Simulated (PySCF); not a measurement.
## Electronic structure of Ag⁺ (silver, charge +1) at the UHF level

Configuration: [Kr] 4d9 5s1, high-spin 3D determinant (an excited configuration). Calculation: PySCF 2.14, in x2c-QZVPPall with one added diffuse shell each of s, p, d, f, g type (14s9p8d5f3g, 143 functions); the spin-free X2C one-electron Hamiltonian (Gaussian nucleus).

- Total energy: -5312.484176 hartree
- One-electron energy: -7308.0735 hartree
- Hartree (Coulomb) energy: 2143.4452 hartree
- Exchange energy: -147.8559 hartree
- ⟨S²⟩: 2.0023
- ⟨L²⟩: 6.027
- Sum of ⟨r⟩: 29.91 bohr
- Sum of ⟨r²⟩: 39.32 bohr²
- Traceless quadrupole moment −½Σ⟨3z² − r²⟩ along its main axis: -0.452 e·bohr²
- Langevin diamagnetic susceptibility: -31.1 ×10⁻⁶ cm³/mol

```
shell  electrons  mean orbital energy (hartree)  spread (hartree)  rms radius, mean of both spins (bohr)
 1s α          1                     -942.92231                 0                                 0.0357
 1s β          1                     -942.91984                 0                                 0.0357
 2s α          1                     -142.41796                 0                                  0.146
 2s β          1                     -142.40254                 0                                  0.146
 2p α          3                     -127.59699           0.01375                                  0.130
 2p β          3                     -127.58373           0.00196                                  0.130
 3s α          1                      -27.87118                 0                                  0.392
 3s β          1                      -27.85987                 0                                  0.392
 3p α          3                      -22.86819           0.02580                                  0.394
 3p β          3                      -22.85886           0.01721                                  0.394
 3d α          5                      -14.97874           0.03105                                  0.376
 3d β          5                      -14.96077           0.05050                                  0.376
 4s α          1                       -4.79216                 0                                  0.975
 4s β          1                       -4.70993                 0                                  0.975
 4p α          3                       -3.25438           0.06284                                   1.07
 4p β          3                       -3.16218           0.04981                                   1.07
 4d α          5                       -0.99416           0.07518                                   1.44
 4d β          4                       -0.94706           0.05612                                   1.44
 5s α          1                       -0.56935                 0                                   3.01
```

Densities and radii are taken from the X2C orbitals without a picture-change correction, which distorts them close to the nucleus.

Spin-orbit constants ζ (cm⁻¹) from the X2C one-electron operator on these orbitals: bare nucleus, nucleus screened by l(l+1)(2l+1)/3 electrons, and screened by the Breit-Pauli mean field of the electrons.

| shell | bare | screened nucleus | mean field |
| --- | --- | --- | --- |
| 2p | 943900 | 903700 | n/a |
| 3p | 168800 | 161700 | n/a |
| 3d | 24900 | 19600 | n/a |
| 4p | 25990 | 24880 | n/a |
| 4d | 2402 | 1891 | n/a |

To first order the Landé constant is A = -945.5 cm⁻¹, so the lowest level has J = 3 and lies 0.234 eV below the centre of the term. This holds in LS coupling only.
